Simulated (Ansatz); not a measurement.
The same substitution along the group F, Cl, I.

Calculated with Ansatz (gas phase, PBE0-D4/def2-TZVP geometries, no zero-point term in ΔE). CCSD(T)/CBS adds triple-zeta CCSD(T) − MP2 to the extrapolated MP2 energy (def2 sets, frozen cores). This one scheme is used for every species. def2 core potentials past Kr. For I outer-core shells are correlated without core-valence functions, which leaves a few kJ/mol of doubt a bond. Each species was taken in one conformer, which may not be the lowest.

```
                                     reaction  HF/CBS(def2) (kcal/mol)  CCSD(T)/CBS(def2) (kcal/mol)
  `CBF` + `N[SiH](O)S` → `CS[SiH](N)O` + `BF`                     17.5                          16.9
`CBCl` + `N[SiH](O)S` → `CS[SiH](N)O` + `BCl`                     16.8                          16.6
  `CBI` + `N[SiH](O)S` → `CS[SiH](N)O` + `BI`                     16.5                          16.6
```

Largest T1 diagnostic: 0.013, for `BF`.
